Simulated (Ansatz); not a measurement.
Species: bromo(trifluoro)germane, sum formula GeBrF3, charge 0, multiplicity 1. 
Structure (B3LYP-D3(BJ)/def2-TZVP (Ansatz, a program for electronic structure) minimum search):
```
Ge
F 1 1.7117
F 1 1.7117 2 107.12
F 1 1.7117 2 107.12 3 114.65
Br 1 2.2555 2 111.73 3 -122.67
```

Dipole moments at this geometry, in debye (magnitudes).

```json
[
 {"level": "SVWN5/def2-TZVPD", "program": "Ansatz", "dipole (D)": "1.75"},
 {"level": "PBE/def2-TZVPD", "program": "Ansatz", "dipole (D)": "1.67"},
 {"level": "BLYP/def2-TZVPD", "program": "Ansatz", "dipole (D)": "1.72"},
 {"level": "revPBE/def2-TZVPD", "program": "Ansatz", "dipole (D)": "1.63"},
 {"level": "B97M-V/def2-TZVPD", "program": "Ansatz", "dipole (D)": "1.68"},
 {"level": "PBE0/def2-TZVPD", "program": "Ansatz", "dipole (D)": "1.76"},
 {"level": "r2SCANh/def2-TZVPD", "program": "Ansatz", "dipole (D)": "1.71"},
 {"level": "r2SCAN0/def2-TZVPD", "program": "Ansatz", "dipole (D)": "1.77"},
 {"level": "HSE06/def2-TZVPD", "program": "Ansatz", "dipole (D)": "1.75"},
 {"level": "CAM-B3LYP/def2-TZVPD", "program": "Ansatz", "dipole (D)": "1.82"},
 {"level": "wB97M-V/def2-TZVPD", "program": "Ansatz", "dipole (D)": "1.75"},
 {"level": "wB97X-V/def2-TZVPD", "program": "Ansatz", "dipole (D)": "1.72"},
 {"level": "CCSD(T)/aug-cc-pVDZ", "program": "Ansatz", "dipole (D)": "1.81"}
]
```
